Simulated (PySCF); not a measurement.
Cu2I4, SMILES [I][Cu]1[I][Cu]([I])[I]1, multiplicity 3. Atoms are numbered in the order given.

```xyz
6

Cu     0.4555     1.5305     0.0000
Cu    -0.4555    -1.5305     0.0000
I     -1.9649     0.5437     0.0000
I      1.9649    -0.5437     0.0000
I      0.1732     3.9648     0.0000
I     -0.1732    -3.9648     0.0000
```
Charge 0, spin multiplicity 3.

Coordinates come from a B3LYP-D3(BJ)/def2-SVP optimisation. The spin state was assumed, not searched. The def2 effective core potentials stand for the cores of I; spin–orbit coupling is left out.

The numbers are results of M06-2X/def2-TZVP (PySCF), not measurements.

Isolated molecule, no solvent.

Q: Estimate the frontier levels, dipole moment. (An estimate is asked for; the answer gives what the named calculation found.)

A: 
```json
{
 "α spin, highest occupied and lowest empty level": "-9.00 and -0.43 eV",
 "β spin, highest occupied and lowest empty level": "-8.62 and -4.88 eV",
 "dipole_moment": "0.00 D",
 "quadrupole, principal values (traceless, Buckingham form, about the centre of nuclear charge)": "-10.75, 3.08, 7.67 D·Å",
 "⟨S²⟩": "2.024 (pure state 2.00)"
}
```
